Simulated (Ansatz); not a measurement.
`C[SiH](S)Br` → CH₄ + `S[Si]Br` at 400 K and 1 bar (silylene formation by 1,1-elimination).

Gas-phase electronic energies from Ansatz, PBE0-D4/def2-TZVP geometries. CBS: MP2 limit from def2 TZ/QZ plus the TZ coupled-cluster correction, frozen cores. This one scheme is used for every species. For Br outer-core shells are correlated without core-valence functions, which leaves a few kJ/mol of doubt a bond. Scalar relativity is left out up to krypton. One conformer a species, not always the lowest.

```
      species  CCSD(T)/CBS energy (Eh)  H − E (kJ/mol)  S (J/(mol·K))
`C[SiH](S)Br`              -3301.32855           180.8          385.9
          CH₄                -40.46206           131.3          197.2
    `S[Si]Br`              -3260.81547            49.9          323.9
```

H − E and S are ideal-gas, rigid-rotor, harmonic terms from PBE0-D4/def2-TZVP, for one conformer and one mirror image of each species. 1 Eh = 2625.50 kJ/mol, R = 8.31446 J/(mol·K).

By hand: ΔE, ΔH, ΔS and ΔG.

ΔE = (-40.46206) + (-3260.81547) − (-3301.32855) = 0.05102 Eh = 134.0 kJ/mol. Δ(H − E) = 131.3 + 49.9 − 180.8 = 0.4, so ΔH = 134.4 kJ/mol. ΔS = 197.2 + 323.9 − 385.9 = 135.2 J/(mol·K). ΔG = 134.4 − 400 × (135.2)/1000 = 80.3 kJ/mol.

By hand: the equilibrium constant, and the temperature at which ΔG would vanish if ΔH and ΔS stayed fixed.

log₁₀ K = −ΔG/(RT ln 10) = -10.5. ΔG = 0 at ΔH/ΔS = 994 K.

The number of gas molecules changes by +1, which sets the sign of ΔS. A doubt of 5 kJ/mol in ΔE shifts log₁₀ K by 0.7 here. Other conformers and mirror images would add mixing entropy, several J/(mol·K) or more a flexible species. These are equilibria of isolated gas molecules and say nothing of rates. Largest T1 diagnostic: 0.012 (customary marks: 0.02 for closed shells, 0.045 for open ones).
